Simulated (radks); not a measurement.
Problem. As20+, 13 electrons, occupied as [Ne] 3s2 3p1. Method: scalar-relativistic Kohn-Sham, PBE, spin-polarised, spherical densities, point nucleus; open shells are filled with parallel spins first; computed with a radial shooting solver on a logarithmic mesh with Libxc functionals. Some entries of the table are withheld. Estimate them.

orbital  occ.  eigenvalue (hartree)  <r^2> (bohr^2)  <1/r> (bohr^-1)
1s up       1             -461.5840        0.002785            33.47
1s down     1             -461.5401        0.002784            33.47
2s up       1             -84.33749         0.04707            7.466
2s down     1             -84.29850         0.04702            7.467
2p up       3             -77.87091         0.03709            7.306
2p down     3             -77.81804         0.03707            7.306
3s up       1                   (1)          0.2873            2.907
3s down     1                   (2)          0.2881            2.904
3p up       1             -29.15880          0.2782            2.820
3p down     0             -28.95160          0.2790            2.819
3d up       0             -26.31202          0.2278            2.666
3d down     0             -26.13836          0.2275            2.671
4s up       0                   (3)           1.026              (4)
4s down     0                   (5)           1.031              (6)

Solution. 
(1) 3s up eigenvalue (hartree): -31.20453
(2) 3s down eigenvalue (hartree): -30.99389
(3) 4s up eigenvalue (hartree): -15.97438
(4) 4s up <1/r> (bohr^-1): 1.526
(5) 4s down eigenvalue (hartree): -15.89670
(6) 4s down <1/r> (bohr^-1): 1.524
